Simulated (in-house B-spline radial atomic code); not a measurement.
K is squeezed into an impenetrable sphere of radius R (the orbitals vanish at R). No spin polarisation. Caution: exact exchange at fractional occupations of open shells leaves self-interaction of up to several eV. All numbers are computed (non-relativistic B3LYP, spherical fractional occupations; point nucleus) with a B-spline radial code for spherical atoms, not measured.

Energies in eV above the free atom in [Ar] 4s1:

```json
{"R (bohr)": "8.79", "highest level (eV)": "-1.72", "[Ar] 4s1": "0.3438", "[Ar] 4f1": "8.061", "[Ne] 3s1 3p6 4s1 4p1": "40.7", "-dE/dV in [Ar] 4s1 (GPa)": "0.262"}
{"R (bohr)": "6.51", "highest level (eV)": "0.0866", "[Ar] 4s1": "1.694", "[Ar] 4f1": "13.25", "[Ne] 3s1 3p6 4s1 4p1": "43.31", "-dE/dV in [Ar] 4s1 (GPa)": "2.51"}
{"R (bohr)": "4.73", "highest level (eV)": "6.03", "[Ar] 4s1": "7.002", "[Ar] 4f1": "23.74", "[Ne] 3s1 3p6 4s1 4p1": "53.93", "-dE/dV in [Ar] 4s1 (GPa)": "24.3"}
{"R (bohr)": "4.42", "highest level (eV)": "8.41", "[Ar] 4s1": "9.347", "[Ar] 4f1": "27.08", "[Ne] 3s1 3p6 4s1 4p1": "58.48", "-dE/dV in [Ar] 4s1 (GPa)": "39.6"}
{"R (bohr)": "3.68", "highest level (eV)": "18.6", "[Ar] 4s1": "20.48", "[Ar] 4f1": "39.76", "[Ne] 3s1 3p6 4s1 4p1": "78.76", "-dE/dV in [Ar] 4s1 (GPa)": "152"}
{"R (bohr)": "2.92", "highest level (eV)": "45", "[Ar] 4s1": "56.02", "[Ar] 4f1": "71.58", "[Ne] 3s1 3p6 4s1 4p1": "136.5", "-dE/dV in [Ar] 4s1 (GPa)": "845"}
{"R (bohr)": "2.43", "highest level (eV)": "85.4", "[Ar] 4s1": "123.7", "[Ar] 4f1": "126.8", "[Ne] 3s1 3p6 4s1 4p1": "235.9", "-dE/dV in [Ar] 4s1 (GPa)": "3170"}
{"R (bohr)": "2.02", "highest level (eV)": "156", "[Ar] 4s1": "266.3", "[Ar] 4f1": "240.9", "[Ne] 3s1 3p6 4s1 4p1": "430.2", "-dE/dV in [Ar] 4s1 (GPa)": "11300"}
{"R (bohr)": "1.77", "highest level (eV)": "234", "[Ar] 4s1": "449.2", "[Ar] 4f1": "387.8", "[Ne] 3s1 3p6 4s1 4p1": "666.6", "-dE/dV in [Ar] 4s1 (GPa)": "27200"}
{"R (bohr)": "1.31", "highest level (eV)": "559", "[Ar] 4s1": "1360", "[Ar] 4f1": "1129", "[Ne] 3s1 3p6 4s1 4p1": "1772", "-dE/dV in [Ar] 4s1 (GPa)": "183000"}
```

(1) Does [Ar] 4f1 fall below [Ar] 4s1 under compression?

(2) Does [Ne] 3s1 3p6 4s1 4p1 fall below [Ar] 4s1 under compression?

The highest level is first positive in the row R = 6.51 bohr, pushed up by confinement above the zero of the free ion's potential. Each configuration is held fixed and needn't be the lowest in the sphere.

Answers

(1) Yes, between R = 2.43 and 2.02 bohr the order changes (near 2.39 bohr by linear interpolation).

(2) No, it stays above over the whole range.
